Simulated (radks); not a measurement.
Polarisability of neutral gold, [Xe] 4f14 5d10 6s1, at imaginary frequency. Calculated with a radial shooting solver on a logarithmic mesh with Libxc functionals: scalar-relativistic Kohn-Sham, exchange-only LDA, spin-polarised, spherical densities, finite nucleus; open shells are filled with parallel spins first (spin-orbit coupling, left out, can overturn this in heavy ions); Fermi nuclear charge, rms radius 5.4371 fm. Response by self-consistent Sternheimer equations with the Hartree and adiabatic exchange-only LDA kernel, the relativistic mass of each level held fixed and spin-orbit coupling left out.

| w (hartree) | alpha1(iw) (bohr^3) | alpha2(iw) (bohr^5) |
|---|---|---|
| 0.00266 | 37.77 | 421.7 |
| 0.0143 | 37.65 | 406.5 |
| 0.0360 | 36.97 | 356.2 |
| 0.0697 | 35.01 | 301.1 |
| 0.118 | 31.13 | 258.4 |
| 0.186 | 25.66 | 215.8 |
| 0.280 | 19.80 | 168.5 |
| 0.413 | 14.59 | 121.5 |
| 0.605 | 10.38 | 81.23 |
| 0.892 | 7.068 | 50.46 |
| 1.35 | 4.480 | 28.83 |
| 2.12 | 2.533 | 14.71 |
| 3.59 | 1.203 | 6.295 |
| 6.94 | 0.4423 | 1.988 |
| 17.5 | 0.1057 | 0.3522 |

Static values: alpha1 = 37.78 bohr^3 (5.598 angstrom^3; uncoupled 70.75), alpha2 = 422.3 bohr^5, alpha3 = 5917 bohr^7. C6 = 353.4, C8 = 15060, triple-dipole C9 = 8827 atomic units. One-pole (London) frequency 4 C6 / (3 alpha1^2) = 0.330 hartree, against 0.201 for minus the highest occupied eigenvalue. Recommended static value: 36 bohr^3 (Schwerdtfeger and Nagle, 2023 table).
